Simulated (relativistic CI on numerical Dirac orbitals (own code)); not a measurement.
## d1 to d9 in one octahedral field

Computed with a parametric ligand-field model without spin-orbit coupling, by exact diagonalisation: B = 640, C = 2510, 10Dq = 26200 cm⁻¹ (Oh; |10Dq|/B = 40.9) for every shell. Energies in cm⁻¹; the field energy is (0.6 n_e − 0.4 n_t2) × 10Dq of the ground term; g labels are left out.

| Shell | Ground term | Electrons in e | Field energy | First spin-allowed bands | Lowest term of other spin |
| --- | --- | --- | --- | --- | --- |
| d1 | 2T2 | 0.000 | -10480 | 2E 26200 |  |
| d2 | 3T1 | 0.014 | -20597 | 3T2 24735, 3T1 32870 | 1T2 9124 |
| d3 | 4A2 | 0.000 | -31440 | 4T2 26200, 4T1 33182 | 2E 12476 |
| d4 | 3T1 | 0.020 | -41385 | 3E 23838, 3T1 24451 | 1T2 7560 |
| d5 | 2T2 | 0.038 | -51405 | 2A2 22963, 2T1 23196 | 4T1 14119 |
| d6 | 1A1 | 0.028 | -62153 | 1T1 24452, 1T2 33284 | 3T1 19080 |
| d7 | 2E | 1.019 | -46652 | 2T1 24301, 2T2 24881 | 4T1 13827 |
| d8 | 3A2 | 2.000 | -31440 | 3T2 26200, 3T1 33182 | 1E 10047 |
| d9 | 2E | 3.000 | -15720 | 2T2 26200 |  |

Low spin: d4, d5, d6, d7; the other shells keep the spin of the free ion. Only d4 to d7 can choose; the field needed to pair spins is smallest for d6 and largest for d5, which loses most exchange energy. In the strong-field picture 10Dq must exceed about 6B + 5C = 16390 (d4), 7.5B + 5C = 17350 (d5), 2.5B + 4C = 11640 (d6) and 4B + 4C = 12600 (d7); mixing of terms shifts these bounds somewhat.
